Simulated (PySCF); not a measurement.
## ZnI and its ions

PBE0; Zn def2-SVP, I def2-SVP with ECP28; scalar-relativistic core potentials (PySCF 2.14). Neutral (UKS): doublet (σ ↑), Re = 2.517 Å, ωe = 217 cm⁻¹, De = 1.58 eV, HOMO -6.12 eV, LUMO -3.39 eV.

ZnI⁺ (UKS): singlet (closed shell), Re = 2.386 Å, ωe = 274 cm⁻¹, De = 2.23 eV to Zn⁺ + I. The energies at the minima are -2076.62342 hartree for ZnI and -2076.32269 for ZnI⁺.

Work out the adiabatic ionisation energy, without and with harmonic zero-point energies (1 hartree = 27.2114 eV, 1 eV = 8065.5 cm⁻¹), and the change of the bond length.

At PBE0: 0.30073 hartree = 8.183 eV between the minima; the zero-point term (274.0 − 217.0)/2 cm⁻¹ = +0.004 eV makes it 8.187 eV. Re changes by -13.1 pm against the neutral. The electron leaves a σ orbital; in so polar a molecule the change of length follows mostly from the change of the ionic charges.

Spin–orbit coupling is left out, which matters for elements this heavy, above all for dissociation energies. For an ion De counts to the pair picked by the measured ionisation energies or electron affinities, which need not be the lowest pair at this level. States were picked by a PBE0 search and need not be the measured ground states.
